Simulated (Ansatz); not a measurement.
```xyz
5

C     0.0000    0.0000   -1.1193
Cl    0.0000    0.0000    0.6560
H     0.0000   -1.0366   -1.4786
H    -0.8977    0.5183   -1.4786
H     0.8977    0.5183   -1.4786
```

Basis set: 6-31G* (spherical functions). Correlated methods keep 6 orbitals frozen. Charge 0, multiplicity 1.

Computed with Ansatz (development build ahead of 0.2.0); each method stands on the lowest determinant of its kind that the runs found. Restricted open shells among the atoms or ions are ROHF, correlated in semicanonical orbitals with singles.

The atomization energy at this shape (free ground-state atoms in the same class of orbitals less the molecule, no zero-point energy) of singlet CH₃Cl:

```tsv
method	atomization energy
RHF	12.95 eV
```

**Question.** What does RHF-MP2 give?

**Answer.** 15.62 eV.
